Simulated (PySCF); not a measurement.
Isomers of C4H4F3N3, mass 151.036 u with the commonest isotopes. The calculation used B3LYP/def2-SVPD in PySCF (dipole) on a GFN2-xTB geometry, gas phase. One conformer each, none proved a minimum here; rigid rotors.

Task: Order these by dipole moment, largest first.
A. `Cn1cc(nn1)C(F)(F)F`
B. `Cn1nncc1C(F)(F)F`
C. `Cn1ncc(C(F)(F)F)n1`

Result: A (5.93 D), C (3.33 D), B (2.38 D).

Task: Order these by rotational constant C, smallest first.
A. `Cn1nncc1C(F)(F)F`
B. `Cn1cc(C(F)(F)F)nn1`
C. `Cn1ncc(C(F)(F)F)n1`

Result: B (745.5 MHz), C (761.6 MHz), A (903.7 MHz).

Task: Order these by rotational constant A, largest first.
A. `Cn1ncc(C(F)(F)F)n1`
B. `Cn1cc(C(F)(F)F)nn1`
C. `Cn1nncc1C(F)(F)F`

Result: B (3279 MHz), A (3144 MHz), C (2320 MHz).

| SMILES | point group | Ia (u·Å²) | Ib (u·Å²) | Ic (u·Å²) | κ | μa (D) | μb (D) | μc (D) |
| --- | --- | --- | --- | --- | --- | --- | --- | --- |
| Cn1cc(C(F)(F)F)nn1 | C1 | 154.10 | 614.68 | 677.91 | -0.94 | 4.39 | 3.99 | 0.03 |
| Cn1nncc1C(F)(F)F | Cs | 217.79 | 432.35 | 559.25 | -0.63 | 1.40 | 1.93 | 0.00 |
| Cn1ncc(C(F)(F)F)n1 | – | 160.72 | 593.89 | 663.58 | -0.92 | 3.33 | 0.16 | 0.01 |
